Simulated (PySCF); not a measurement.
AlI₃, charge +1, doublet, at a GFN2-xTB geometry (such geometries of metal compounds can be far from the true shape) (a state made from the parent by changing its charge; the spin is typed, not shown lowest) (all electrons, no relativity); B3LYP5/STO-3G (PySCF).

The PySCF input:
```python
from pyscf import gto, scf, dft

mol = gto.Mole()
mol.atom = '''
    Al   -0.000000   -0.000000    0.000000
    I    -2.072248   -1.451916   -0.053150
    I     0.006649    2.239410   -1.179022
    I     2.065599   -0.787494    1.232172
'''
mol.basis = 'sto-3g'
mol.charge = 1
mol.spin = 1
mol.verbose = 4
mol.build()

mf = dft.UKS(mol)
mf.xc = 'b3lyp5'
mf.grids.atom_grid = (99, 590)
mf.grids.prune = None
mf.kernel()
```

Output, abridged:

```
PySCF version 2.14.0

[INPUT] verbose = 4
[INPUT] num. atoms = 4
[INPUT] num. electrons = 171
[INPUT] charge = 1
[INPUT] spin (= nelec alpha-beta = 2S) = 1
[INPUT] symmetry False subgroup None
[INPUT] Mole.unit = angstrom
[INPUT] Symbol           X                Y                Z      unit          X                Y                Z       unit  Magmom
[INPUT]  1 Al     0.000000000000   0.000000000000   0.000000000000 AA    0.000000000000   0.000000000000   0.000000000000 Bohr   0.0
[INPUT]  2 I     -2.072248000000  -1.451916000000  -0.053150000000 AA   -3.915981182178  -2.743723595874  -0.100438943521 Bohr   0.0
[INPUT]  3 I      0.006649000000   2.239410000000  -1.179022000000 AA    0.012564789002   4.231871580612  -2.228028674837 Bohr   0.0
[INPUT]  4 I      2.065599000000  -0.787494000000   1.232172000000 AA    3.903416393175  -1.488147984738   2.328467618358 Bohr   0.0

nuclear repulsion = 1449.49799839847
number of shells = 38
number of NR pGTOs = 270
number of NR cGTOs = 90
basis = sto-3g
ecp = {}

******** <class 'pyscf.dft.uks.UKS'> ********
method = UKS
initial guess = minao
damping factor = 0
level_shift factor = 0
DIIS = <class 'pyscf.scf.diis.CDIIS'>
diis_start_cycle = 1
diis_space = 8
diis_damp = 0
SCF conv_tol = 1e-09
SCF conv_tol_grad = None
SCF max_cycles = 50
direct_scf = True
direct_scf_tol = 1e-13
number electrons alpha = 86  beta = 85
XC library pyscf.dft.libxc version 7.1.2
    S. Lehtola, C. Steigemann, M. J. T. Oliveira, and M. A. L. Marques,  SoftwareX 7, 1–5 (2018)
XC functionals = b3lyp5
    P. A. M. Dirac,  Math. Proc. Cambridge Philos. Soc. 26, 376 (1930)
    F. Bloch,  Z. Phys. 57, 545 (1929)
    A. D. Becke,  Phys. Rev. A 38, 3098 (1988)
    C. Lee, W. Yang, and R. G. Parr,  Phys. Rev. B 37, 785 (1988)
    B. Miehlich, A. Savin, H. Stoll, and H. Preuss,  Chem. Phys. Lett. 157, 200 (1989)
    S. H. Vosko, L. Wilk, and M. Nusair,  Can. J. Phys. 58, 1200 (1980)
radial grids:
    Treutler-Ahlrichs [JCP 102, 346 (1995); DOI:10.1063/1.469408] (M4) radial grids

becke partition: Becke, JCP 88, 2547 (1988); DOI:10.1063/1.454033
pruning grids: None
grids dens level: 3
symmetrized grids: False
atomic radii adjust function: <function treutler_atomic_radii_adjust>
User specified grid scheme (99, 590)
small_rho_cutoff = 0
Set gradient conv threshold to 3.16228e-05
tot grids = 233640
init E= -20732.4684760978

cycle= 1 E= -20797.1043619878  delta_E= -64.6  |g|= 0.39  |ddm|=    2
cycle= 2 E= -20796.845844853  delta_E= 0.259  |g|= 0.687  |ddm|= 2.25
cycle= 3 E= -20797.2711147478  delta_E= -0.425  |g|= 0.00955  |ddm|= 1.41
cycle= 4 E= -20797.2711887366  delta_E= -7.4e-05  |g|= 0.00227  |ddm|= 0.0254
cycle= 5 E= -20797.2711955229  delta_E= -6.79e-06  |g|= 0.000302  |ddm|= 0.00686
cycle= 6 E= -20797.2711944172  delta_E= 1.11e-06  |g|= 0.000779  |ddm|= 0.00589
cycle= 7 E= -20797.2711957249  delta_E= -1.31e-06  |g|= 2.22e-05  |ddm|= 0.00449
cycle= 8 E= -20797.2711957263  delta_E= -1.38e-09  |g|= 9.86e-06  |ddm|= 0.000151
cycle= 9 E= -20797.2711957252  delta_E= 1.09e-09  |g|= 2.45e-05  |ddm|= 0.000192
cycle= 10 E= -20797.2711957264  delta_E= -1.25e-09  |g|= 2.25e-07  |ddm|= 0.000141
cycle= 11 E= -20797.2711957264  delta_E= -2.18e-11  |g|= 1.88e-08  |ddm|= 1.45e-06
Extra cycle  E= -20797.2711957265  delta_E= -4.37e-11  |g|= 1.8e-08  |ddm|= 6.17e-07
converged SCF energy = -20797.2711957265  <S^2> = 0.75057564  2S+1 = 2.0005756
```
